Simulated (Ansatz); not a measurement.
# Ligand exchange: CuBr + GeH3(NH2) → CuNH2 + GeH3Br

Gas-phase species: CuBr (copper(i) bromide), singlet; GeH3(NH2), singlet; CuNH2 `[NH2][Cu]`, singlet; GeH3Br `[GeH3][Br]`, singlet. The partners trade Br for NH2: Cu–Br and Ge–NH2 bonds give way to Cu–NH2 and Ge–Br.

Shapes, held fixed at every level: PBE0-D4/def2-TZVP. Programs: Ansatz 0.2.0. The zero-point and thermal change to 298 K, harmonic and unscaled (PBE0-D4/def2-TZVP), is -3.6 kJ/mol.

| level | kind | ΔH(298 K) (kJ/mol) | CPU time (sum over the molecules) |
| --- | --- | --- | --- |
| HF/def2-SVP | Hartree–Fock | +160.2 | – |
| HF/def2-TZVPP | Hartree–Fock | +148.0 | – |
| SPW92/def2-TZVPP | LDA | +57.8 | 6.9 s |
| PBE-D4/def2-TZVPP | GGA | +56.4 | 12 s |
| r2SCAN-D4/def2-TZVPP | meta-GGA | +68.6 | 22 s |
| BHLYP-D4/def2-TZVPP | global hybrid | +106.1 | 15 s |
| wB97M-V/def2-TZVPP | range-separated hybrid | +88.9 | 54 s |
| wB97X-V/def2-TZVPP | range-separated hybrid | +91.6 | 35 s |

wB97X-V/def2-TZVPP gives ΔH(298 K) = +91.6 kJ/mol; the levels span +56.4 to +160.2. The median of the levels is +90.2. No measured value is set beside it here. Relativity is left out for Br, Cu, Ge. Times are processor times on shared x86 and Arm servers, and rough.
